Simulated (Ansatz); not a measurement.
The first iterations of a band of AlClH4OS (8 atoms, charge 0, multiplicity 1).

Theory: RKS PBE0-D4/6-31G* (Ansatz 0.2.0).

```
movable images  : 2
climbing image  : yes
spring          : 5.0 eV/Å²
optimiser       : quadratic models (default)
start path      : through a guess of the saddle point
force threshold : 0.05 eV/Å
iteration limit : 60
end points      : relaxed
```

First end point:

```xyz
8
Properties=species:S:1:pos:R:3
Al -0.071 0.158 0.277
O -0.450 -0.318 1.897
H -0.834 -1.184 2.060
Cl 1.877 -0.347 -0.458
H -1.186 0.343 -0.832
S 0.390 2.463 1.148
H 1.672 2.578 0.755
H 0.698 1.937 2.349
```

Last end point:

```xyz
8
Properties=species:S:1:pos:R:3
Al 0.162 0.574 0.119
O -0.053 -0.127 1.981
H -0.884 -0.595 2.154
Cl 1.925 -0.400 -0.557
H -1.239 0.142 -0.486
S 0.427 2.701 0.732
H 1.773 2.682 0.689
H -0.016 0.653 2.565
```

| iteration | highest image above the first end (eV) | largest band force component (eV/Å) |
| --- | --- | --- |
| 1 | 1.595 | 5.112 |
| 2 | 0.517 | 2.245 |
| 3 | 0.127 | 1.196 |
| 4 | 0.078 | 0.389 |

Does the band converge within its limit, and where does its top end?

The run converged. It ended after 14 iterations with the highest image 0.286 eV above the first end. Another band between the same ends (5 images) ends at a top of the same energy, where a vibrational analysis finds 1 clearly imaginary mode. So few images can step over the top or miss a turn of the path. The orbitals stay closed-shell, which can raise the energy where a bond breaks towards radicals; this wasn't checked here.

Run time: 120 s on 1 thread of Arm Neoverse V2, with other jobs on the host, peak memory 0.16 GiB.
